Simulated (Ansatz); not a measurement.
Molecule: CaCl$_{2}$ (charge +1, doublet). 
Structure (B3LYP-D3(BJ)/def2-TZVP (Ansatz, a first-principles code) minimum search):
```xyz
3

Ca     0.2646     0.2087     0.3276
Cl     1.5799     0.2869    -1.8554
Cl    -1.8912    -0.5325     1.4700
```
Charge +1, spin multiplicity 2.

Basis-set convergence of Hartree-Fock and CCSD correlation energies (hartree) with Ansatz. Valence correlation only, unless marked. Open shells are spin-unrestricted. Spin-orbit coupling is left out. The frozen core is the preceding noble-gas configuration, with the filled d and f shells of earlier blocks. The outer core of K, Ca and their heavier congeners is not correlated, a term that matters for these elements. No relativistic terms.

```tsv
basis	functions	E(HF)	E(corr, CCSD)
def2-SVPD	81	-1595.23774	-0.30611
def2-TZVPPD	138	…	…
```

### Question
Fill in the missing entries.

### Answer

- def2-TZVPPD, E(HF): -1595.61983
- def2-TZVPPD, E(corr, CCSD): -0.40354
